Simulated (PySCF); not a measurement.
C$_{3}$H$_{9}$BO$_{3}$, triplet, at a GFN2-xTB geometry (a higher spin typed on purpose: for a closed-shell molecule this is an excited state); DF-B3LYP/6-31G* in PySCF.

Input for PySCF:
```python
from pyscf import gto, scf, dft

mol = gto.M(
    atom='''
B    -0.500376    0.355135    0.528565
O     0.888258    0.876562    0.248112
C     1.085730    2.228268    0.076857
H     0.860408    2.791755    0.992717
H     2.125978    2.387370   -0.222671
H     0.432593    2.615070   -0.718029
O    -0.439314   -0.972391    1.104541
C     0.712669   -1.725330    0.933428
H     1.588288   -1.158056    1.277037
H     0.604192   -2.658980    1.489942
H     0.892838   -1.952870   -0.130689
O    -0.996761    0.327107   -0.910423
C    -1.146723   -0.856825   -1.590462
H    -0.167502   -1.314797   -1.820193
H    -1.735586   -1.585547   -1.019734
H    -1.626859   -0.626517   -2.547978
''',
    basis='6-31g*',
    charge=0,
    spin=2,
    verbose=4,
)

mf = dft.UKS(mol)
mf.xc = 'b3lyp'
mf.grids.radi_method = dft.radi.delley
mf = mf.density_fit(auxbasis='def2-universal-jkfit')
mf.kernel()
```

### Question
What does PySCF print? Leave out banner, timings and long lists.

### Answer

```
PySCF version 2.14.0

[INPUT] verbose = 4
[INPUT] num. atoms = 16
[INPUT] num. electrons = 56
[INPUT] charge = 0
[INPUT] spin (= nelec alpha-beta = 2S) = 2
[INPUT] symmetry False subgroup None
[INPUT] Mole.unit = angstrom
[INPUT] Symbol           X                Y                Z      unit          X                Y                Z       unit  Magmom
[INPUT]  1 B     -0.500376000000   0.355135000000   0.528565000000 AA   -0.945573599305   0.671107887247   0.998843089031 Bohr   0.0
[INPUT]  2 O      0.888258000000   0.876562000000   0.248112000000 AA    1.678564347954   1.656462111201   0.468863728218 Bohr   0.0
[INPUT]  3 C      1.085730000000   2.228268000000   0.076857000000 AA    2.051732345224   4.210816252132   0.145238680756 Bohr   0.0
[INPUT]  4 H      0.860408000000   2.791755000000   0.992717000000 AA    1.625935475385   5.275652356885   1.875963249200 Bohr   0.0
[INPUT]  5 H      2.125978000000   2.387370000000  -0.222671000000 AA    4.017516166851   4.511475458003  -0.420787205883 Bohr   0.0
[INPUT]  6 H      0.432593000000   2.615070000000  -0.718029000000 AA    0.817482293404   4.941766096566  -1.356878159495 Bohr   0.0
[INPUT]  7 O     -0.439314000000  -0.972391000000   1.104541000000 AA   -0.830183142687  -1.837552675992   2.087279983353 Bohr   0.0
[INPUT]  8 C      0.712669000000  -1.725330000000   0.933428000000 AA    1.346749227468  -3.260401174496   1.763923277001 Bohr   0.0
[INPUT]  9 H      1.588288000000  -1.158056000000   1.277037000000 AA    3.001429326933  -2.188408676909   2.413250180936 Bohr   0.0
[INPUT] 10 H      0.604192000000  -2.658980000000   1.489942000000 AA    1.141757406653  -5.024743970696   2.815582321487 Bohr   0.0
[INPUT] 11 H      0.892838000000  -1.952870000000  -0.130689000000 AA    1.687219293604  -3.690389456879  -0.246966417493 Bohr   0.0
[INPUT] 12 O     -0.996761000000   0.327107000000  -0.910423000000 AA   -1.883605301648   0.618142643428  -1.720450127505 Bohr   0.0
[INPUT] 13 C     -1.146723000000  -0.856825000000  -1.590462000000 AA   -2.166992410740  -1.619164586680  -3.005537591528 Bohr   0.0
[INPUT] 14 H     -0.167502000000  -1.314797000000  -1.820193000000 AA   -0.316532905317  -2.484606239400  -3.439666263850 Bohr   0.0
[INPUT] 15 H     -1.735586000000  -1.585547000000  -1.019734000000 AA   -3.279782205629  -2.996249587626  -1.927017979907 Bohr   0.0
[INPUT] 16 H     -1.626859000000  -0.626517000000  -2.547978000000 AA   -3.074317953284  -1.183945542384  -4.814980591417 Bohr   0.0

nuclear repulsion = 319.580606905652
number of shells = 60
number of NR pGTOs = 225
number of NR cGTOs = 116
basis = 6-31g*
ecp = {}

******** <class 'pyscf.df.df_jk.DFUKS'> ********
method = DFUKS
initial guess = minao
damping factor = 0
level_shift factor = 0
DIIS = <class 'pyscf.scf.diis.CDIIS'>
diis_start_cycle = 1
diis_space = 8
diis_damp = 0
SCF conv_tol = 1e-09
SCF conv_tol_grad = None
SCF max_cycles = 50
direct_scf = False
number electrons alpha = 29  beta = 27
XC library pyscf.dft.libxc version 7.1.2
    S. Lehtola, C. Steigemann, M. J. T. Oliveira, and M. A. L. Marques,  SoftwareX 7, 1–5 (2018)
XC functionals = b3lyp
    P. J. Stephens, F. J. Devlin, C. F. Chabalowski, and M. J. Frisch,  J. Phys. Chem. 98, 11623 (1994)
radial grids: B. Delley radial grids. Ref. JCP 104, 9848 (1996); DOI:10.1063/1.471749. log2 algorithm
becke partition: Becke, JCP 88, 2547 (1988); DOI:10.1063/1.454033
pruning grids: <function nwchem_prune>
grids dens level: 3
symmetrized grids: False
atomic radii adjust function: <function treutler_atomic_radii_adjust>
small_rho_cutoff = 0
Set gradient conv threshold to 3.16228e-05
tot grids = 200640
******** <class 'pyscf.df.df.DF'> ********
auxbasis = def2-universal-jkfit
init E= -370.815613477061

cycle= 1 E= -369.990354606838  delta_E= 0.825  |g|= 0.625  |ddm|= 2.58

cycle= 2 E= -369.741195409877  delta_E= 0.249  |g|= 1.02  |ddm|= 1.54

cycle= 3 E= -370.146822843674  delta_E= -0.406  |g|= 0.186  |ddm|= 1.11

cycle= 4 E= -370.156697637204  delta_E= -0.00987  |g|= 0.0976  |ddm|= 0.272

cycle= 5 E= -370.15976348437  delta_E= -0.00307  |g|= 0.0633  |ddm|= 0.165

cycle= 6 E= -370.161250311908  delta_E= -0.00149  |g|= 0.0263  |ddm|= 0.0627

cycle= 7 E= -370.161540409838  delta_E= -0.00029  |g|= 0.0107  |ddm|= 0.0271

cycle= 8 E= -370.16161905831  delta_E= -7.86e-05  |g|= 0.00651  |ddm|= 0.0205

cycle= 9 E= -370.161658464974  delta_E= -3.94e-05  |g|= 0.0035  |ddm|= 0.0187

cycle= 10 E= -370.161673249936  delta_E= -1.48e-05  |g|= 0.00176  |ddm|= 0.0125

cycle= 11 E= -370.161679681699  delta_E= -6.43e-06  |g|= 0.000326  |ddm|= 0.0126

cycle= 12 E= -370.161680070629  delta_E= -3.89e-07  |g|= 0.000183  |ddm|= 0.00255

cycle= 13 E= -370.161680140023  delta_E= -6.94e-08  |g|= 7.04e-05  |ddm|= 0.000969

cycle= 14 E= -370.161680152278  delta_E= -1.23e-08  |g|= 4.56e-05  |ddm|= 0.000528

cycle= 15 E= -370.161680151661  delta_E= 6.17e-10  |g|= 5.97e-05  |ddm|= 0.000181

cycle= 16 E= -370.161680154158  delta_E= -2.5e-09  |g|= 1.78e-05  |ddm|= 0.000171

cycle= 17 E= -370.161680154369  delta_E= -2.11e-10  |g|= 6.91e-06  |ddm|= 3.97e-05

Extra cycle  E= -370.161680154334  delta_E= 3.5e-11  |g|= 1.33e-05  |ddm|= 1.85e-05
converged SCF energy = -370.161680154334  <S^2> = 2.0053427  2S+1 = 3.0035597
```
